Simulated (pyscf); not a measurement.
A first-order saddle from PySCF, ωB97X-D3(BJ)/def2-SVP:

```
O
Hf 1 1.8489
O 2 1.8495 1 84.98
Si 3 1.9341 2 97.31 1 -1.96
H 4 1.4883 3 99.60 2 100.33
H 4 1.5135 5 109.05 3 -87.22
H 4 1.5135 5 108.84 6 -103.77
O 2 1.9445 1 114.93 4 117.09
H 8 0.9581 2 153.13 1 -45.78
```
Charge 0, spin multiplicity 1.

Surface: singlet, charge 0. Lowest wavenumbers (cm⁻¹): 398i, 85, 164, 193, 213.

Which two sides does it connect, and which bonds change?

`[O]=[Hf]([OH])[O][SiH3]` ⇌ `[O]=[Hf]([OH])[O][SiH3]`, a group migration read from left to right: O–Si broken and O–Si formed. At ωB97M-D3(BJ)/def2-TZVP it lies +32.1 kcal/mol from the left side and +32.1 kcal/mol from the right (each side as separated species at their lowest minima found). At the saddle there is also a short Hf–Si contact that neither side keeps, so another atom assists the step. This is the saddle that the search found; another between the same sides may lie lower. Elements past Kr carry the def2 core potentials, without spin-orbit coupling.
